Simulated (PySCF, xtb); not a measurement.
CH5ClO3Si, SMILES CO[Si](O)(O)Cl.

GFN2-xTB (xtb 6.7.1) at its own geometry gives an orbital gap of 8.62 eV and a dipole moment of 1.50 D.

Geometry: B3LYP-D3(BJ)/def2-SVP. The values are those of a single conformer.

Q: What does PBE0/def2-TZVP (PySCF) give? (The exact figures need the calculation; the answer reports its results.)

A: gap 9.08 eV (levels -8.64 and 0.44 eV), dipole 0.41 D.
